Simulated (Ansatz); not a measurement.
A nudged elastic band was laid between two geometries of BF2H4N + H2O (11 atoms, charge 0, multiplicity 1).

Computed with RKS PBE0-D4/def2-SVP in Ansatz 0.2.0.

| Item | Value |
| --- | --- |
| movable images | 5 |
| climbing image | yes |
| spring | 0.1 eV/Å² |
| optimiser | quadratic models (default) |
| start path | through a guess of the saddle point |
| force threshold | 0.05 eV/Å |
| iteration limit | 60 |
| end points | relaxed |

First end point:

```xyz
11
Properties=species:S:1:pos:R:3
B -0.342 -1.054 -0.483
H 0.650 -1.218 -1.186
F -1.472 -1.712 -0.904
F -0.100 -1.261 0.889
H 0.012 1.042 0.005
N -0.705 0.540 -0.559
H 2.146 0.887 1.046
O 1.239 1.040 1.334
H -0.707 0.882 -1.519
H -1.627 0.710 -0.153
H 0.906 0.145 1.528
```

Last end point:

```xyz
11
Properties=species:S:1:pos:R:3
B -1.037 -0.681 -0.208
H 3.284 -1.028 -0.460
F -0.354 -1.410 -1.076
F -1.193 -1.149 1.030
H 0.303 1.213 0.445
N -1.622 0.542 -0.575
H 2.737 -0.578 -0.174
O 1.067 0.794 0.860
H -1.600 0.869 -1.532
H -2.292 1.012 0.019
H 0.707 0.416 1.670
```

Q: What changes between the two ends?

A: Bonds broken: B1–H2, H5–N6, H7–O8. Bonds formed: H2–H7, H5–O8. BF2H4N + H2O becomes BF2H2N + H2 + H2O.

Q: What energy profile does the band end with?

A: The run converged. The highest image is number 3 of 0 to 6, 30.1 kcal/mol above the first end and 21.6 kcal/mol above the last; the last end lies 8.5 kcal/mol above the first. The order of the stationary point at the top wasn't checked. The orbitals stay closed-shell, which can raise the energy where a bond breaks towards radicals; this wasn't checked here.

| image | path coordinate (Å) | energy (kcal/mol) | B1–H2 (Å) | H5–N6 (Å) | H7–O8 (Å) |
| --- | --- | --- | --- | --- | --- |
| 0 | 0.00 | 0.0 | 1.23 | 1.04 | 0.96 |
| 1 | 1.00 | 1.3 | 1.23 | 1.04 | 0.97 |
| 2 | 1.99 | 2.9 | 1.24 | 1.04 | 0.98 |
| 3 | 2.94 | 30.1 | 1.43 | 1.53 | 1.29 |
| 4 | 4.31 | 10.5 | 2.55 | 2.06 | 2.21 |
| 5 | 5.55 | 8.9 | 3.41 | 2.17 | 2.35 |
| 6 | 6.81 | 8.5 | 4.34 | 2.28 | 2.40 |

Q: What is the geometry of the highest image?

A: 
```xyz
11
Properties=species:S:1:pos:R:3
B -0.380 -0.891 -0.333
H 1.045 -0.869 -0.421
F -0.654 -1.690 -1.397
F -0.658 -1.418 0.894
H 0.348 1.116 0.380
N -0.829 0.558 -0.421
H 1.264 -0.131 0.156
O 1.320 0.994 0.794
H -0.893 0.894 -1.381
H -1.748 0.669 0.006
H 1.184 0.770 1.724
```

The band took 27 iterations and roughly 10 core-minutes.

The run took 5.1 min on 2 threads of Intel(R) Xeon(R) Platinum 8488C (Sapphire Rapids) (shared host), peak memory 0.24 GiB.
